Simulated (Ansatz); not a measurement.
Ansatz (a first-principles code) input (B3LYP-D3(BJ)/def2-TZVP):

Ansatz 0.2 input:
```yaml
crystal:
  periodic: [false, false, false]
  atoms:
    - {symbol: B, position_ang: [0.95831041, -0.14168356, 0.02118926]}
    - {symbol: O, position_ang: [1.42895727, -0.36712114, -1.10614543]}
    - {symbol: Cl, position_ang: [-0.95430648, 0.21443452, 0.51430689]}
basis:
  gaussian:
    orbitals: def2-TZVP
hamiltonian:
  xc: b3lyp
  dispersion: d3bj
total_charge: -1
magnetization: {spin_polarized: true, initial_magnetization: 1}
phonons: {temperatures: {t_min: 298.15, t_max: 298.15, t_step: 100}}
```

Output:

```
Functional definition: B3LYP
integrals: 0.02 GiB planned
583 factors; their error is unknown
mean field: 0.31 GiB planned
mean field evaluation 1: about -15248.6450 eV, gradient 1.8e1 eV
mean field evaluation 2: about -15243.2207 eV, gradient 4.3e1 eV
mean field evaluation 4: about -15250.0338 eV, gradient 1.3e0 eV
mean field evaluation 8: about -15250.0443 eV, gradient 6.8e-2 eV
mean field evaluation 16: about -15250.0801 eV, gradient 3.1e-4 eV
mean field -15250.08005079 eV, -560.4301049911 hartree, gradient 1.4e-5 eV, S^2 0.753894; 0 other end points of the search recorded, 0 dependent functions left out
the calculation of the forces begins
reference -15250.08023551 eV, -560.4301117793 hartree; 16, 15 occupied and 83, 84 virtual orbitals, 583 factors
these checks for a lower state are left out or cut short: stability, starts, cluster_reference, orbital_swaps, neighbouring_geometries, increment
integrals: 0.02 GiB planned
583 factors; their error is unknown
mean field: 0.31 GiB planned
mean field -15250.07999983 eV, -560.4301031184 hartree, gradient 1.7e-6 eV, S^2 0.753899; 0 other end points of the search recorded, 0 dependent functions left out
the calculation of the forces begins
reference -15250.08018455 eV, -560.4301099066 hartree; 16, 15 occupied and 83, 84 virtual orbitals, 583 factors
these checks for a lower state are left out or cut short: stability, starts, cluster_reference, orbital_swaps, neighbouring_geometries, increment
integrals: 0.02 GiB planned
583 factors; their error is unknown
mean field: 0.31 GiB planned
mean field evaluation 32: about -15250.0800 eV, gradient 1.8e-6 eV
mean field -15250.08000132 eV, -560.4301031729 hartree, gradient 1.8e-6 eV, S^2 0.753889; 0 other end points of the search recorded, 0 dependent functions left out
the calculation of the forces begins
reference -15250.08018604 eV, -560.4301099613 hartree; 16, 15 occupied and 83, 84 virtual orbitals, 583 factors
these checks for a lower state are left out or cut short: stability, starts, cluster_reference, orbital_swaps, neighbouring_geometries, increment
integrals: 0.02 GiB planned
583 factors; their error is unknown
mean field: 0.31 GiB planned
mean field -15250.07996087 eV, -560.4301016866 hartree, gradient 1.8e-6 eV, S^2 0.753900; 0 other end points of the search recorded, 0 dependent functions left out
the calculation of the forces begins
reference -15250.08014559 eV, -560.4301084748 hartree; 16, 15 occupied and 83, 84 virtual orbitals, 583 factors
these checks for a lower state are left out or cut short: stability, starts, cluster_reference, orbital_swaps, neighbouring_geometries, increment
integrals: 0.02 GiB planned
583 factors; their error is unknown
mean field: 0.31 GiB planned
mean field -15250.07995982 eV, -560.4301016479 hartree, gradient 1.6e-6 eV, S^2 0.753888; 0 other end points of the search recorded, 0 dependent functions left out
the calculation of the forces begins
reference -15250.08014454 eV, -560.4301084362 hartree; 16, 15 occupied and 83, 84 virtual orbitals, 583 factors
these checks for a lower state are left out or cut short: stability, starts, cluster_reference, orbital_swaps, neighbouring_geometries, increment
integrals: 0.02 GiB planned
583 factors; their error is unknown
mean field: 0.31 GiB planned
mean field -15250.08003075 eV, -560.4301042544 hartree, gradient 9.8e-7 eV, S^2 0.753899; 0 other end points of the search recorded, 0 dependent functions left out
the calculation of the forces begins
reference -15250.08021549 eV, -560.4301110436 hartree; 16, 15 occupied and 83, 84 virtual orbitals, 583 factors
these checks for a lower state are left out or cut short: stability, starts, cluster_reference, orbital_swaps, neighbouring_geometries, increment
integrals: 0.02 GiB planned
583 factors; their error is unknown
mean field: 0.31 GiB planned
mean field -15250.07998401 eV, -560.4301025368 hartree, gradient 2.5e-6 eV, S^2 0.753889; 0 other end points of the search recorded, 0 dependent functions left out
the calculation of the forces begins
reference -15250.08016870 eV, -560.4301093241 hartree; 16, 15 occupied and 83, 84 virtual orbitals, 583 factors
these checks for a lower state are left out or cut short: stability, starts, cluster_reference, orbital_swaps, neighbouring_geometries, increment
integrals: 0.02 GiB planned
583 factors; their error is unknown
mean field: 0.31 GiB planned
mean field evaluation 64: about -15250.0799 eV, gradient 1.2e-1 eV
mean field -15250.07994894 eV, -560.4301012480 hartree, gradient 1.0e-6 eV, S^2 0.753886; 0 other end points of the search recorded, 0 dependent functions left out
the calculation of the forces begins
reference -15250.08013365 eV, -560.4301080359 hartree; 16, 15 occupied and 83, 84 virtual orbitals, 583 factors
these checks for a lower state are left out or cut short: stability, starts, cluster_reference, orbital_swaps, neighbouring_geometries, increment
integrals: 0.02 GiB planned
583 factors; their error is unknown
mean field: 0.31 GiB planned
mean field -15250.07997179 eV, -560.4301020877 hartree, gradient 1.2e-6 eV, S^2 0.753902; 0 other end points of the search recorded, 0 dependent functions left out
the calculation of the forces begins
reference -15250.08015652 eV, -560.4301088764 hartree; 16, 15 occupied and 83, 84 virtual orbitals, 583 factors
these checks for a lower state are left out or cut short: stability, starts, cluster_reference, orbital_swaps, neighbouring_geometries, increment
integrals: 0.02 GiB planned
583 factors; their error is unknown
mean field: 0.31 GiB planned
mean field -15250.08001419 eV, -560.4301036460 hartree, gradient 1.7e-6 eV, S^2 0.753884; 0 other end points of the search recorded, 0 dependent functions left out
the calculation of the forces begins
reference -15250.08019889 eV, -560.4301104335 hartree; 16, 15 occupied and 83, 84 virtual orbitals, 583 factors
these checks for a lower state are left out or cut short: stability, starts, cluster_reference, orbital_swaps, neighbouring_geometries, increment
integrals: 0.02 GiB planned
583 factors; their error is unknown
mean field: 0.31 GiB planned
mean field -15250.08005946 eV, -560.4301053095 hartree, gradient 2.5e-6 eV, S^2 0.753904; 0 other end points of the search recorded, 0 dependent functions left out
the calculation of the forces begins
reference -15250.08024420 eV, -560.4301120986 hartree; 16, 15 occupied and 83, 84 virtual orbitals, 583 factors
these checks for a lower state are left out or cut short: stability, starts, cluster_reference, orbital_swaps, neighbouring_geometries, increment
integrals: 0.02 GiB planned
583 factors; their error is unknown
mean field: 0.31 GiB planned
mean field evaluation 96: about -15250.0801 eV, gradient 2.3e-6 eV
mean field -15250.08005972 eV, -560.4301053191 hartree, gradient 2.0e-6 eV, S^2 0.753896; 0 other end points of the search recorded, 0 dependent functions left out
the calculation of the forces begins
reference -15250.08024445 eV, -560.4301121078 hartree; 16, 15 occupied and 83, 84 virtual orbitals, 583 factors
these checks for a lower state are left out or cut short: stability, starts, cluster_reference, orbital_swaps, neighbouring_geometries, increment
integrals: 0.02 GiB planned
583 factors; their error is unknown
mean field: 0.31 GiB planned
mean field -15250.08003795 eV, -560.4301045192 hartree, gradient 2.3e-6 eV, S^2 0.753892; 0 other end points of the search recorded, 0 dependent functions left out
the calculation of the forces begins
reference -15250.08022266 eV, -560.4301113070 hartree; 16, 15 occupied and 83, 84 virtual orbitals, 583 factors
Total energy: -15250.16271770 eV, -560.4331429437 hartree
Atom 0 at     0.958310    -0.141684     0.021189 Å, force    -0.000042     0.000018     0.000087 eV/Å
Atom 1 at     1.428957    -0.367121    -1.106145 Å, force    -0.000025    -0.000002    -0.000044 eV/Å
Atom 2 at    -0.954306     0.214435     0.514307 Å, force     0.000067    -0.000016    -0.000043 eV/Å
Dipole moment:    -0.494062     0.103485     0.211286 e Å
Vibrations: 260.04 487.90 1679.02 cm⁻¹, zero-point energy 0.150452 eV
```
